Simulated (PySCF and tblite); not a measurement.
Values are calculated unless marked as measured or tabulated.
C6H10O2, numbered as in [O:1]=[CH:2][C@H:3]1[CH2:4][CH2:5][CH2:6][CH2:7][O:8]1.

Free energies: PBE0-D3(BJ)/def2-TZVP on PBE0-D3(BJ)/def2-SVP structures plus GFN2-xTB thermal terms, symmetry and mirror images included. Conformers within 4 kcal/mol (GFN2-xTB free energy) were kept, 5 at most. GIAO shieldings: PBE0/pcSseg-1. Shifts are against TMS (¹H), TMS (¹³C) at the same level; of two unlike H on one atom, a is the less shielded. (PySCF 2.14, tblite 0.8.)

Torsions listed: O1–C2–C3–O8. The 6-ring runs over atoms 3–4–5–6–7–8.

```tsv
conformer	shape	symmetry	E(GFN2) kcal/mol	E(DFT) kcal/mol
1	6-ring chair (all substituents equatorial); 161°	C1	0.24	0.00
2	6-ring chair (C2 axial); 155°	C1	0.00	0.93
3	6-ring chair (all substituents equatorial); 3°	C1	3.10	2.01
4	6-ring chair (C2 axial); 5°	C1	1.87	2.04
```

(1) How much do the weights at 298.15 K and the averaged shift of H4b depend on how the conformers are weighted?

Answers

(1) 
```
                                                              weighting  1 (%)  2 (%)  3 (%)  4 (%)  δ (ppm)  rms dipole (D)
DFT energy with thermal terms, symmetry and mirror images (full scheme)     87      9      2      1     1.14            3.04
                             DFT energy with symmetry and mirror images     78     16      3      3     1.22            2.97
                                                        bare DFT energy     78     16      3      3     1.22            2.97
                        GFN2-xTB energy with symmetry and mirror images     39     58      0      2     1.65            2.48
                                                   GFN2-xTB free energy     55     43      0      2     1.48            2.67
                                                leading conformer alone    100      0      0      0     1.04            3.10
                                                          equal weights     25     25     25     25     1.48            3.13
```

The largest departure from the full scheme, 0.50 ppm, comes with: GFN2-xTB energy with symmetry and mirror images.
